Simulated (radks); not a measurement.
Results of a calculation; reference values are marked as such.
Question: All-electron atom: neutral germanium in [Ar] 3d10 4s2 4p2. Level of theory: scalar-relativistic Kohn-Sham, PBE, spin-unpolarised, spherical densities, point nucleus; hard spherical wall at 3 bohr (a radial shooting solver on a logarithmic mesh with Libxc functionals). Some entries of the table are withheld. Estimate them.

orbital  occ.  eigenvalue (Ry)  <r^2> (bohr^2)  <1/r> (bohr^-1)
1s          2        -804.4252        0.002973            32.38
2s          2        -99.70122         0.05205            7.105
2p          6        -86.97107         0.04137            6.966
3s          2        -11.29907             (1)            2.281
3p          6         -7.41747          0.4971            2.125
3d         10         -1.10023          0.7114            1.762
4s          2          0.26997           3.030           0.7665
4p          2              (2)           3.301           0.7312
4d          0          2.80643           3.572           0.7689
5s          0          5.40325           3.643           0.8617
5p          0          6.42783           3.548              (3)

Answer: 
(1) 3s <r^2> (bohr^2): 0.4512
(2) 4p eigenvalue (Ry): 1.18416
(3) 5p <1/r> (bohr^-1): 0.8823
